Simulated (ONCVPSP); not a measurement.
# Building the ONCV potential for terbium (PBE, non-relativistic).

Tb, optimised norm-conserving Vanderbilt (ONCV), made with ONCVPSP 4.0.1 (PBE, non-relativistic). Core [Kr], reference 4d10 4f9 5s2 5p6 6s1.75 6p0.25. Waves: 5s+6s: rc 1.58 bohr, ncon 4, nbas 8, qcut 5 1/bohr, 2 projectors; 5p+6p: rc 2.44 bohr, ncon 4, nbas 7, qcut 5.7 1/bohr, 2 projectors; 4d: rc 0.50 bohr, ncon 5, nbas 10, qcut 14.7 1/bohr, 2 projectors, debl 2.8 Ha; 4f: rc 1.20 bohr, ncon 4, nbas 8, qcut 11.4 1/bohr, 2 projectors, debl 2.7 Ha. Local part: polynomial inside 0.38 bohr (lpopt 5, dvloc0 6 Ha). Core correction: none.

In the d channel the program set the typed energies aside and used -5.483, 0.250 Ha.

Poles of the logarithmic derivatives, all-electron (AE) and pseudo (PS). s: poles at 0.5 (AE) and 0.5 (PS) Ha. p: poles at -0.6, 3.4 (AE) and -0.6, 3.5 (PS) Ha. d: poles at no energy (AE) and no energy (PS) Ha. f: poles at 0.6 (AE) and 0.6 (PS) Ha. Test radii: s 1.60, p 2.48, d 0.51, f 1.22 bohr.

- Cutoffs needed: 1530 Ha and 1661 Ha (the cutoffs (Ha) at which the residual kinetic energy of the hardest occupied pseudo-wave falls to 1 and 0.1 mHa per electron)
- Ghost test: ghosts flagged at negative energy: s at -2567.5 eV, s at -432.3 eV, p at -1253.7 eV, d at -8483.0 eV; GHOST(+) flagged for p at 21.2 eV, f at 141.2 eV; a true bound ghost makes a file unfit for plane-wave use
- Configuration tests: tests left out (the all-electron energies of this program are off by 10 to 40 meV for near-neutral 4f atoms)
